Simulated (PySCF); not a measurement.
Compound: C₄H₁₁Si (doublet state).
Structure used (PBE0-D3(BJ)/def2-SVP), in Å, numbered top down from 1:
```xyz
16
C4H11Si angstrom
C     -0.8283   -0.0795    1.7983
Si    -0.0551   -0.0091    0.1076
C     -0.0203    1.7768   -0.4995
C     -1.0653   -1.0635   -1.0799
C      1.7154   -0.6536    0.1965
H     -0.3814    0.4100    2.6725
H     -1.7709   -0.5973    2.0111
H      0.5380    2.4215    0.1975
H      0.4655    1.8449   -1.4865
H     -1.0395    2.1832   -0.5926
H     -0.6302   -1.0456   -2.0918
H     -1.1013   -2.1128   -0.7470
H     -2.1011   -0.6955   -1.1525
H      2.3158   -0.0638    0.9071
H      1.7389   -1.7041    0.5256
H      2.2045   -0.5937   -0.7892
```

Identity: `[CH2][Si](C)(C)C` [radical].

Computed with UKS B3LYP, IGLO-III on C Si, pcH-1 on H, non-relativistic, mean-field spin-orbit, GIAO (PySCF 2.14.0). Geometry: PBE0-D3(BJ)/def2-SVP; no solvent, vibrations or thermal averaging. No stability test was run, so a lower SCF solution isn't excluded.

**Question.** What is the g tensor, term by term?

**Answer.** 
```csv
Δg (ppm),1,2,3
relativistic mass correction,-126,-126,-126
gauge correction,2,33,26
orbital Zeeman/spin–orbit,1,574,591
total,-123,481,491
```

So g = 2.00220, 2.00280, 2.00281 and g_iso = 2.00260; the tensor is close to axial: the two nearest values differ by 2 % of g3 − g1. 

**Question.** At 9.367 GHz, how far is the centre of the isotropic spectrum from where a free electron (g = 2.002319) resonates?

**Answer.** B = hν/(g μB) with μB/h = 13.99624 MHz/mT gives 334.24 mT for the free electron and 334.19 mT at g_iso, 0.05 mT lower.

**Question.** What effective moment and Curie constant follow for a powder?

**Answer.** With the mean of g² = 4.0104 and S(S+1) = 0.75: μ_eff = √(⟨g²⟩S(S+1)) = 1.734 μB and χT = 0.12505·⟨g²⟩·S(S+1) = 0.376 cm³ K/mol (cgs; spin-Hamiltonian part alone).

**Question.** In a frozen sample, at which fields do the three g values resonate at 9.5, 34, 94 and 263 GHz (hyperfine left aside), and which band first spreads them over more than twice a line width of 1.0 mT?

**Answer.** 
| band | GHz | B(g3) mT | B(g2) mT | B(g1) mT | spread mT |
| --- | --- | --- | --- | --- | --- |
| X | 9.5 | 338.90 | 338.90 | 339.00 | 0.10 |
| Q | 34.0 | 1212.91 | 1212.91 | 1213.28 | 0.37 |
| W | 94.0 | 3353.33 | 3353.35 | 3354.36 | 1.03 |
| J | 263.0 | 9382.19 | 9382.24 | 9385.07 | 2.88 |

The spread grows in proportion to the frequency. J band is the first where it exceeds 2.0 mT.

The largest Mulliken spin population is on C1 (+1.06). The angles at C1 add up to 360.0°, so it is planar; its axial dipolar tensor and the negative couplings of its protons fit spin in a p orbital normal to that plane.

The HOMO–LUMO gaps are 7.03 eV among the α and 5.82 eV among the β orbitals.
